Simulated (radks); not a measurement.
Values are calculated unless marked as measured or tabulated.
Q: Level of theory: scalar-relativistic Kohn-Sham, LDA (Slater exchange, Perdew-Wang correlation), spin-polarised, spherical densities, finite nucleus; open shells are filled with parallel spins first (spin-orbit coupling, left out, can overturn this in heavy ions); Fermi nuclear charge, rms radius of each element as measured or else 0.836 A^(1/3) + 0.57 fm (a radial shooting solver on a logarithmic mesh with Libxc functionals). Response by self-consistent Sternheimer equations with the Hartree and adiabatic LDA kernel, the relativistic mass of each level held fixed and spin-orbit coupling left out. For heavy and open-shell atoms this level of theory can miss by tens of per cent. Rank Pt, Pt5+, Pt3+, Pt2+, Pt4+, Pt+, Pt6+ (NIST ground configurations) by static dipole polarisability, largest first.

A: Pt 37.72, Pt+ 16.13, Pt2+ 9.726, Pt3+ 6.496, Pt4+ 4.606, Pt5+ 3.401, Pt6+ 2.606 bohr^3.
